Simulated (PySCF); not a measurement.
Species: C₈H₁₁N.
Numbering: `[CH3:1][CH2:2][NH:3][c:4]1[cH:5][cH:6][cH:7][cH:8][cH:9]1` (hydrogens: H10, H11, H12 on C1; H13, H14 on C2; H15 on N3; H16 on C5; H17 on C6; H18 on C7; H19 on C8; H20 on C9)

The geometry is computed with GFN2-xTB (gas phase).

Question: Give the optimised bond lengths and angles.

Answer: 
| bond | length (Å) | order |
| --- | --- | --- |
| C1–C2 | 1.521 | single |
| C2–N3 | 1.445 | single |
| N3–C4 | 1.376 | single |
| C4–C5, C4–C9 | 1.398 | aromatic |
| C5–C6, C8–C9 | 1.380 | aromatic |
| C6–C7, C7–C8 | 1.385 | aromatic |
| C1–H10, C1–H11, C1–H12 | 1.087 | single |
| C2–H13, C2–H14 | 1.099 | single |
| N3–H15 | 1.009 | single |
| C5–H16, C9–H20 | 1.080 | single |
| C6–H17, C8–H19 | 1.081 | single |
| C7–H18 | 1.079 | single |

Bonds in one row agree within 0.01 Å and their mean is given. Orders are formal, as drawn. A selection of angles:
| angle | degrees |
| --- | --- |
| C1–C2–N3 | 110.0 |
| C2–N3–C4 | 122.9 |
| N3–C4–C5 | 122.6 |
| N3–C4–C9 | 119.1 |
| C5–C4–C9 | 118.3 |
| C4–C5–C6 | 120.4 |
| C5–C6–C7 | 120.9 |
| C6–C7–C8 | 119.2 |
| C7–C8–C9 | 120.4 |
| C4–C9–C8 | 120.9 |
| H15–N3–C2 | 114.4 |
| H15–N3–C4 | 114.5 |

Torsions: C1–C2–N3–C4 -175° (antiperiplanar); C2–N3–C4–C5 -19° (synperiplanar). The mirror-image conformer, all signs reversed, is as good.

The 7 C–C bonds span 1.379 Å (C8–C9, aromatic) to 1.521 Å (C1–C2, drawn single), a spread of 0.142 Å. The C–N distances run from 1.376 Å (N3–C4, drawn single) to 1.445 Å (C2–N3, drawn single), a spread of 0.069 Å. The 6-membered ring C4–C5–C6–C7–C8–C9 has internal angles of 118.3° to 120.9°; it is planar, 0.00 Å rms from its mean plane, widest ring torsion 0°. N3 (aniline-type nitrogen) has angles 122.9°, 114.5° and 114.4°, sum 351.7°, 0.21 Å off the plane of its three neighbours. Of the pairs four or more bonds apart, C2···H16 is among the closest relative to their van der Waals radii: 2.64 Å, 91 % of the sum of Bondi's values.

Point group: C1 (no symmetry element, even within 0.4 Å). Not checked by GFN2-xTB frequencies. One conformer, not necessarily the lowest.
